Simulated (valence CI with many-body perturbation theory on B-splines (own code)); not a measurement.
Dy35+: electric-dipole lines

Level of theory: valence CI with perturbative core correlation (CI+MBPT): three valence electrons over a frozen Dirac-Fock core [Ar] 3d10, a basis of 11 s, 11 p, 10 d, 8 f, 5 g, 2 h functions for each j, with the one-electron correlation potential Σ1 (screened to all orders), the two-electron term Σ2, the three-electron term Σ3, Breit, model QED; selected single and double excitations, second order for the rest, scaled by the run's own slope (own B-spline code, finite nucleus).

The last digits are not significant, and no measured levels were compared; by estimate large intervals hold to a few tenths of a per cent, small ones and those within an open d or f shell to about a per cent.

Lines 201 to 250 of 534 in falling wavelength, among levels below 598.62 eV, chosen from the strongest by gf and those to the six lowest levels. Wavelengths and rates use the calculated energies. Electric multipoles are in the length gauge with retardation, E1 and E2 with the static RPA response of the core. Weak lines are less certain than strong ones. Lines between different terms over intervals too small for the method are left out, as are lines whose strength nearly cancels. Where a level lies close to another of its J and parity, the split of strength between their lines is uncertain. The highest levels of a list are the least certain.

Levels are named by their leading jj configuration (3d3/2^4 stands for four electrons in 3d with j = 3/2), which in mixed levels can hold well under half, so a name can repeat and another be missing. Letters in brackets count levels of one name in rising energy.

| λ vac (nm) | Upper | Lower | A (s⁻¹) | S (a.u.) with core polarisation | S without |
| --- | --- | --- | --- | --- | --- |
| 8.691 | (4p1/2 4p3/2 4f7/2) J=3/2 | (4p1/2 4p3/2 4d5/2) J=3/2 [b] | 8.36e+10 | 1.08e-01 | 1.15e-01 |
| 8.684 | (4p3/2^2 4f7/2) J=11/2 | (4s 4d3/2 4d5/2) J=9/2 | 3.48e+10 | 1.35e-01 | 1.43e-01 |
| 8.680 | (4p1/2 4p3/2 4f7/2) J=7/2 [a] | (4p1/2 4p3/2 4d5/2) J=5/2 [a] | 1.23e+11 | 3.18e-01 | 3.37e-01 |
| 8.674 | (4s 4p3/2 4d5/2) J=5/2 [a] | (4s 4p3/2^2) J=5/2 | 2.47e+11 | 4.78e-01 | 5.09e-01 |
| 8.673 | (4s 4d5/2 4f7/2) J=9/2 | (4s 4d5/2^2) J=9/2 | 3.15e+11 | 1.01e+00 | 1.08e+00 |
| 8.668 | (4s 4d3/2 4f7/2) J=9/2 | (4p3/2^2 4d5/2) J=9/2 | 6.82e+10 | 2.19e-01 | 2.32e-01 |
| 8.666 | (4s 4p3/2 4f5/2) J=3/2 [a] | (4s 4p3/2 4d3/2) J=3/2 [b] | 1.16e+11 | 1.49e-01 | 1.58e-01 |
| 8.663 | (4s 4d5/2^2) J=3/2 [b] | (4s 4p3/2 4d5/2) J=5/2 [b] | 2.29e+11 | 2.94e-01 | 3.13e-01 |
| 8.662 | (4s 4d5/2^2) J=3/2 [a] | (4s 4p3/2 4d5/2) J=3/2 [a] | 1.46e+11 | 1.88e-01 | 2.00e-01 |
| 8.656 | (4s 4p1/2 4f7/2) J=7/2 [b] | (4s 4p1/2 4d5/2) J=5/2 [c] | 2.98e+11 | 7.64e-01 | 8.11e-01 |
| 8.652 | (4s 4p1/2 4d3/2) J=3/2 [b] | (4s 4p1/2 4p3/2) J=3/2 [a] | 9.62e+10 | 1.23e-01 | 1.31e-01 |
| 8.652 | (4s 4d5/2^2) J=5/2 | (4s 4p3/2 4d3/2) J=5/2 [b] | 8.31e+10 | 1.59e-01 | 1.70e-01 |
| 8.649 | (4s 4p1/2 4f7/2) J=5/2 | (4s 4p1/2 4d5/2) J=3/2 | 4.16e+11 | 7.97e-01 | 8.46e-01 |
| 8.646 | (4p3/2^2 4d5/2) J=1/2 | (4s 4p3/2 4d5/2) J=3/2 [a] | 4.63e+11 | 2.95e-01 | 3.15e-01 |
| 8.642 | (4p1/2 4p3/2 4f7/2) J=7/2 [b] | (4p1/2 4p3/2 4d5/2) J=7/2 [b] | 4.64e+10 | 1.18e-01 | 1.25e-01 |
| 8.641 | (4s 4d3/2 4d5/2) J=1/2 | (4s 4p3/2 4d3/2) J=1/2 [b] | 3.93e+11 | 2.51e-01 | 2.67e-01 |
| 8.631 | (4s 4d3/2 4d5/2) J=5/2 [b] | (4s 4p3/2 4d3/2) J=7/2 | 5.57e+10 | 1.06e-01 | 1.13e-01 |
| 8.627 | (4s 4p1/2 4f7/2) J=9/2 | (4s 4p1/2 4d5/2) J=7/2 | 1.77e+11 | 5.62e-01 | 5.94e-01 |
| 8.618 | (4s 4d5/2^2) J=5/2 | (4s 4p3/2 4d5/2) J=5/2 [a] | 1.96e+11 | 3.72e-01 | 3.96e-01 |
| 8.614 | (4s 4d5/2^2) J=9/2 | (4s 4p3/2 4d5/2) J=9/2 | 2.89e+11 | 9.12e-01 | 9.70e-01 |
| 8.610 | (4s 4p3/2 4f5/2) J=3/2 [c] | (4p3/2^3) J=3/2 | 3.67e+11 | 4.63e-01 | 4.92e-01 |
| 8.605 | (4p3/2^3) J=3/2 | (4s 4p3/2^2) J=3/2 | 5.91e+11 | 7.43e-01 | 7.93e-01 |
| 8.604 | (4s 4p3/2^2) J=3/2 | (4s^2 4p3/2) J=3/2 | 4.75e+11 | 5.97e-01 | 6.38e-01 |
| 8.596 | (4s 4p3/2 4f7/2) J=7/2 [b] | (4s 4p3/2 4d5/2) J=7/2 [b] | 3.01e+11 | 7.55e-01 | 8.04e-01 |
| 8.593 | (4s 4p1/2 4f7/2) J=7/2 [a] | (4s 4p1/2 4d5/2) J=7/2 | 7.05e+10 | 1.77e-01 | 1.88e-01 |
| 8.591 | (4p3/2^2 4f7/2) J=11/2 | (4s 4d5/2^2) J=9/2 | 4.19e+10 | 1.57e-01 | 1.66e-01 |
| 8.588 | (4p1/2 4p3/2 4f7/2) J=5/2 [b] | (4p1/2 4p3/2 4d5/2) J=3/2 [a] | 1.23e+11 | 2.30e-01 | 2.44e-01 |
| 8.580 | (4s 4d3/2 4d5/2) J=3/2 | (4s 4p3/2 4d3/2) J=1/2 [a] | 1.28e+11 | 1.59e-01 | 1.69e-01 |
| 8.580 | (4p3/2^2 4d5/2) J=5/2 [a] | (4s 4p3/2 4d5/2) J=3/2 [a] | 1.12e+11 | 2.09e-01 | 2.22e-01 |
| 8.578 | (4s 4d3/2 4f7/2) J=7/2 | (4s 4d3/2 4d5/2) J=7/2 [a] | 7.41e+10 | 1.85e-01 | 1.96e-01 |
| 8.573 | (4p1/2 4p3/2 4f5/2) J=3/2 [b] | (4p1/2 4p3/2 4d5/2) J=3/2 [a] | 7.20e+10 | 8.95e-02 | 9.47e-02 |
| 8.566 | (4s 4d3/2 4d5/2) J=3/2 | (4s 4p3/2 4d3/2) J=3/2 [a] | 1.27e+11 | 1.58e-01 | 1.68e-01 |
| 8.564 | (4p1/2 4p3/2 4f5/2) J=5/2 [b] | (4p1/2 4p3/2 4d3/2) J=3/2 [b] | 7.83e+10 | 1.46e-01 | 1.54e-01 |
| 8.560 | (4s 4p1/2 4f7/2) J=7/2 [a] | (4s 4p1/2 4d5/2) J=5/2 [b] | 2.14e+11 | 5.30e-01 | 5.62e-01 |
| 8.552 | (4s 4p3/2 4d5/2) J=3/2 [b] | (4s 4p3/2^2) J=1/2 | 2.26e+11 | 2.79e-01 | 2.97e-01 |
| 8.546 | (4s 4d3/2 4f7/2) J=9/2 | (4p3/2^2 4d3/2) J=7/2 | 5.94e+10 | 1.83e-01 | 1.94e-01 |
| 8.545 | (4p3/2^2 4d5/2) J=5/2 [b] | (4s 4p3/2 4d5/2) J=5/2 [a] | 1.19e+11 | 2.20e-01 | 2.34e-01 |
| 8.545 | (4p3/2 4d3/2 4d5/2) J=3/2 [b] | (4p3/2^2 4d3/2) J=3/2 [a] | 7.76e+10 | 9.56e-02 | 1.01e-01 |
| 8.543 | (4s 4d3/2 4f7/2) J=5/2 [b] | (4s 4d3/2 4d5/2) J=5/2 [b] | 6.14e+10 | 1.13e-01 | 1.20e-01 |
| 8.535 | (4s 4d3/2 4d5/2) J=5/2 [b] | (4s 4p3/2 4d3/2) J=5/2 [a] | 1.72e+11 | 3.16e-01 | 3.37e-01 |
| 8.535 | (4s 4p1/2 4d5/2) J=3/2 | (4s 4p1/2 4p3/2) J=3/2 [b] | 1.14e+11 | 1.40e-01 | 1.49e-01 |
| 8.533 | (4s 4d5/2^2) J=5/2 | (4s 4p3/2 4d3/2) J=3/2 [b] | 5.03e+10 | 9.25e-02 | 9.88e-02 |
| 8.531 | (4s 4d5/2^2) J=1/2 | (4s 4p3/2 4d5/2) J=1/2 | 2.27e+11 | 1.39e-01 | 1.48e-01 |
| 8.530 | (4s 4d3/2 4d5/2) J=5/2 [b] | (4s 4p3/2 4d3/2) J=3/2 [a] | 7.10e+10 | 1.31e-01 | 1.39e-01 |
| 8.527 | (4p3/2 4d5/2^2) J=9/2 | (4s 4d3/2 4d5/2) J=7/2 [a] | 3.85e+10 | 1.18e-01 | 1.25e-01 |
| 8.526 | (4s 4d5/2^2) J=3/2 [b] | (4s 4p3/2 4d5/2) J=1/2 | 1.70e+11 | 2.08e-01 | 2.21e-01 |
| 8.526 | (4s 4d3/2 4f7/2) J=11/2 | (4p3/2^2 4d5/2) J=9/2 | 1.10e+11 | 4.04e-01 | 4.29e-01 |
| 8.526 | (4s 4p3/2 4f7/2) J=7/2 [b] | (4s 4p3/2 4d5/2) J=7/2 [a] | 4.78e+10 | 1.17e-01 | 1.25e-01 |
| 8.523 | (4s 4d3/2 4d5/2) J=9/2 | (4s 4p3/2 4d5/2) J=9/2 | 3.71e+10 | 1.13e-01 | 1.21e-01 |
| 8.521 | (4s 4p3/2 4f7/2) J=5/2 [b] | (4s 4p3/2 4d5/2) J=3/2 [b] | 4.11e+11 | 7.53e-01 | 7.99e-01 |
